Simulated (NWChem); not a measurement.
# What SbH2 (SMILES [SbH2]) costs in NWChem

The species is SbH2 (3 atoms), meant as a doublet with charge 0. SMILES: `[SbH2]`. The shape is that of a PBE0-D4/def2-TZVP optimisation.

```xyz
3

Sb    0.6598   -0.3463    0.3157
H     0.0467    1.2442    0.1632
H    -0.7173   -0.9627   -0.4921
```

Program: NWChem 7.3.0. Hardware: 1 thread of Intel Xeon Platinum 8488C (Sapphire Rapids), shared host, so times are rough. Two-electron integrals are exact unless an approximation is named.

Task: Estimate their order by wall time, quickest first.
A. energy at UB3LYP/def2-TZVPP (core potential), grid fine
B. energy at UB3LYP/def2-SVP (core potential), grid fine
C. energy at UB3LYP/def2-QZVPP (core potential), grid fine

Result: B (4.5 s), A (13 s), C (65 s).
